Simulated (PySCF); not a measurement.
## Static response to an electric field

Species: C5H9N3.
Structure used (GFN2-xTB), in Å, numbered top down from 1:
```xyz
17
C5H9N3 angstrom
C      2.1184   -0.2574    0.4478
C      1.2639   -0.0811   -0.8092
C      0.0370    0.7017   -0.5187
N     -0.1100    1.9837   -0.6969
N     -1.3429    2.3294   -0.2928
C     -1.9349    1.2551    0.1270
N     -1.1121    0.1755    0.0123
C     -1.3961   -1.1859    0.3604
H      1.5730   -0.7917    1.2229
H      3.0180   -0.8199    0.2116
H      2.4063    0.7153    0.8376
H      0.9935   -1.0591   -1.2161
H      1.8343    0.4660   -1.5597
H     -2.9322    1.2026    0.5127
H     -0.8285   -1.4872    1.2438
H     -2.4592   -1.2858    0.5738
H     -1.1353   -1.8490   -0.4664
```

Level: CAM-B3LYP/def2-SVPD (PySCF), static field, nuclei fixed, core orbitals frozen in the response. The polarisability tensor in these axes (au):

```
x   87.28 -4.92 -5.79
y   -4.92 81.99 -4.57
z   -5.79 -4.57 60.84
```

Q: What are the eigenvalues, a third of the trace, and Δα (Δα² = ½Σ(αi − αj)² over the three pairs)?

A: Principal values 58.33, 81.29 and 90.49 au; mean 76.70 au = 11.37 Å³ = 12.65 × 10⁻⁴⁰ C²·m²/J; Δα = 28.69 au (37 % of the mean).

Q: What is the dipole moment, and where does it point?

A: (-0.50, -6.00, 1.40) D, 6.19 D in size, pointing from the negative to the positive side. Measured along this direction, the outermost atoms are N5 at the negative end and H15 and H17 at the positive end.

Q: What would n − 1 = 2πNα be for an ideal gas of these molecules at 350 K and 1 atm, electronic part alone?

A: N = p/kT = 2.0968 × 10¹⁹ cm⁻³, so n − 1 = 2π × N × 11.37 × 10⁻²⁴ cm³ = 1497 × 10⁻⁶ at long wavelengths.

Q: In a dilute gas of rigid molecules at 250 K, how does the orientational term μ²/3kT compare with the electronic polarisability?

A: In Gaussian units μ²/3kT = 369.60 Å³ against 11.37 Å³, a ratio of 32.52; the Debye molar polarisation (4π/3)N_A(α + μ²/3kT) is 961.0 cm³/mol, leaving out the vibrational part.

Q: Find the Langevin capture rate constant for NO+ (29.998 u) meeting this molecule (111.080 u), k = 2.342 × 10⁻⁹ cm³/s × √(α in Å³ / reduced mass in u).

A: The reduced mass is 23.62 u, so k = 1.62 × 10⁻⁹ cm³/s. The formula leaves out the permanent dipole, which adds to the capture rate.

Q: Estimate the molar refractivity from the static electronic polarisability.

A: Lorentz–Lorenz: R = (4π/3)N_A α = 2.5225 cm³/(mol·Å³) × 11.37 Å³ = 28.7 cm³/mol, in the limit of long wavelengths.

Q: What are the principal values of the traceless quadrupole moment, Θ = ½Σq(3rr − r²1), about the centre of nuclear charge?

A: -12.35, 1.22, 11.13 D·Å. The values depend on the origin, since the dipole doesn't vanish. The electronic extent ⟨r²⟩ about the same centre is 935 bohr², a root-mean-square distance of 2.09 Å for the 60 electrons.

One conformer (not necessarily the lowest) at the GFN2-xTB geometry, without solvent, vibrations or thermal averaging. GFN2-xTB frequencies show an imaginary mode (27i cm⁻¹), so this geometry is no minimum at that level.
